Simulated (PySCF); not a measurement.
Electron correlation in O (oxygen, neutral)

[He] 2s1 2p5, high-spin 3P determinant (an excited configuration). Calculation: PySCF 2.14, in x2c-QZVPPall (7s4p3d2f1g, 57 functions); scalar relativity by spin-free X2C-1e. Frozen: 1s2; 6 electrons correlated.

MP2 pair energies summed by pair of shells (mhartree):

```
 pair   energy  share (%)
2p-2p  -160.28       85.2
2s-2p   -27.88       14.8
```

Total MP2 correlation energy: -188.16 mhartree.

Same-spin part -42.12 and opposite-spin part -146.05 mhartree; SCS-MP2 scales them by 1/3 and 6/5 to -189.30 mhartree.
